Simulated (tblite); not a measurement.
Compound: C5H8ClF3Si.
Atom-mapped SMILES: `[CH3:1]/[CH:2]=[C:3](\[Cl:4])[CH2:5][SiH2:6][C:7]([F:8])([F:9])[F:10]` (hydrogens: H11, H12, H13 on C1; H14 on C2; H15, H16 on C5; H17, H18 on Si6)

Computed geometry: GFN2-xTB, gas phase.

(1) What internal coordinates does the optimisation give?

Results:

(1) 
```
                  bond  length (bohr)   order
                 C1–C2          2.815  single
                 C2=C3          2.501  double
                C3–Cl4          3.289  single
                 C3–C5          2.817  single
                C5–Si6          3.601  single
                Si6–C7          3.699  single
  C7–F8, C7–F9, C7–F10          2.549  single
C1–H11, C1–H12, C1–H13          2.056  single
                C2–H14          2.044  single
        C5–H15, C5–H16          2.065  single
      Si6–H17, Si6–H18          2.759  single
```

Bonds in one row agree within 0.02 bohr and their mean is given. Orders are formal, as drawn. A selection of angles:
```
    angle  degrees
 C1–C2–C3    126.8
C2–C3–Cl4    121.5
 C2–C3–C5    126.4
Cl4–C3–C5    112.0
C3–C5–Si6    109.9
C5–Si6–C7    105.6
Si6–C7–F8    112.3
Si6–C7–F9    113.9
 F8–C7–F9    105.9
```

Torsions: C1–C2–C3–Cl4 1° (synperiplanar); C2–C3–C5–Si6 -132° (anticlinal); C3–C5–Si6–C7 162° (antiperiplanar); C5–Si6–C7–F8 -116° (anticlinal). The mirror-image conformer, all signs reversed, is as good.

Si6 (SiH2 silicon) is distorted tetrahedral (angles from 104.2° to 114.3°). Of the pairs four or more bonds apart, Cl4···H13 is among the closest relative to their van der Waals radii: 2.63 Å, 89 % of the sum of Bondi's values. All 3 C–F bonds measure 1.347 to 1.350 Å. The C–Si distances run from 1.905 Å (C5–Si6, drawn single) to 1.957 Å (Si6–C7, drawn single), a spread of 0.052 Å. The 3 C–C bonds span 1.323 Å (C2=C3, drawn double) to 1.491 Å (C3–C5, drawn single), a spread of 0.168 Å.

Point group: C1 (no symmetry element, even within 0.4 Å). GFN2-xTB frequencies show an imaginary mode (26i cm⁻¹), so the point is no minimum at that level. 3 starts were optimised and ended at 0.00, 0.01 and 0.80 kcal/mol (GFN2-xTB); the lowest of these is shown.
